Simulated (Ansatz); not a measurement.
Cost and result for the atomization energy of `[OH][GaH][Br]` (5 atoms, 4 bonds).

Total charge 0; spin multiplicity 1. Correlated methods include outer-core shells of Br, Ga, which these sets cover unevenly. Scalar relativity is left out up to krypton. The structure was optimised at the PBE0-D4/def2-TZVP level. It is one conformer, not always the lowest. Program: Ansatz. All runs use 2 threads of a server CPU on a shared host. Times are those of one run each, without the atoms' runs, and a repeat can differ threefold. Electronic energies, without spin–orbit coupling; frozen cores. CCSD(T)/CBS adds CCSD(T) − MP2 in def2-TZVPP to the MP2 limit, and its time is that of the two runs behind it. T1 = 0.012. With those shells the extrapolation isn't a true limit. B3LYP takes the VWN-RPA correlation (the form of Gaussian; ORCA's B3LYP/G). HSE06 is the plane-wave form, built on full-range PBE exchange.

CCSD(T)/CBS is a level of theory with its own doubt, some kJ/mol a heavy atom from the limit and from the frozen cores, so smaller differences don't rank the functionals.

```json
{"level": "LDA (SPW92)/def2-TZVPP", "functions": "155", "wall time": "2 s", "atomization (kJ/mol)": "1676.8", "difference from CCSD(T)/CBS": "208.4", "per bond": "52.1"}
{"level": "BLYP-D4/def2-TZVPP", "functions": "155", "wall time": "2.9 s", "atomization (kJ/mol)": "1418.4", "difference from CCSD(T)/CBS": "-50.0", "per bond": "-12.5"}
{"level": "PBE-D4/def2-TZVPP (with forces)", "functions": "155", "wall time": "3.4 s", "atomization (kJ/mol)": "1458.3", "difference from CCSD(T)/CBS": "-10.1", "per bond": "-2.5"}
{"level": "BHLYP-D4/def2-TZVPP", "functions": "155", "wall time": "4.1 s", "atomization (kJ/mol)": "1373.9", "difference from CCSD(T)/CBS": "-94.5", "per bond": "-23.6"}
{"level": "B3LYP-D4/def2-TZVPP (with forces)", "functions": "155", "wall time": "4.5 s", "atomization (kJ/mol)": "1418.7", "difference from CCSD(T)/CBS": "-49.7", "per bond": "-12.4"}
{"level": "HSE06-D4/def2-TZVPP", "functions": "155", "wall time": "4.6 s", "atomization (kJ/mol)": "1428.2", "difference from CCSD(T)/CBS": "-40.2", "per bond": "-10.0"}
{"level": "PBE0-D4/def2-TZVPP", "functions": "155", "wall time": "4.9 s", "atomization (kJ/mol)": "1426.9", "difference from CCSD(T)/CBS": "-41.5", "per bond": "-10.4"}
{"level": "r2SCANh-D4/def2-TZVPP", "functions": "155", "wall time": "5.5 s", "atomization (kJ/mol)": "1446.5", "difference from CCSD(T)/CBS": "-21.9", "per bond": "-5.5"}
{"level": "CCSD(T)/def2-SVP", "functions": "88", "wall time": "7 s", "atomization (kJ/mol)": "1352.5", "difference from CCSD(T)/CBS": "-115.9", "per bond": "-29.0"}
{"level": "ωB97M-V/def2-TZVPP (with forces)", "functions": "155", "wall time": "13 s", "atomization (kJ/mol)": "1437.0", "difference from CCSD(T)/CBS": "-31.4", "per bond": "-7.9"}
{"level": "MP2/def2-QZVPP", "functions": "295", "wall time": "21 s", "atomization (kJ/mol)": "1498.0", "difference from CCSD(T)/CBS": "29.6", "per bond": "7.4"}
{"level": "CCSD(T)/def2-TZVPP", "functions": "155", "wall time": "54 s", "atomization (kJ/mol)": "1429.7", "difference from CCSD(T)/CBS": "-38.7", "per bond": "-9.7"}
{"level": "CCSD(T)/CBS(def2)", "functions": "–", "wall time": "75 s", "atomization (kJ/mol)": "1468.4", "difference from CCSD(T)/CBS": "0.0", "per bond": "0.0"}
```

At CCSD(T), def2-SVP lies −116.0 kJ/mol from the extrapolated value and def2-TZVPP −38.7 kJ/mol: correlation converges slowly with the basis, and small sets miss more of it in the bonded molecule than in its fragments. From r2SCAN to r2SCAN0 (25 % exact exchange), in def2-TZVPP and without D4, the atomization energy moves by −37.3 kJ/mol: exact exchange takes away binding that semilocal exchange gives to molecules. The D4 term adds +15.4 kJ/mol with B3LYP and +8.0 kJ/mol with PBE0; it sums over pairs of atoms, weighted by their polarisabilities, and B3LYP, whose exchange is more repulsive, gets the larger term.
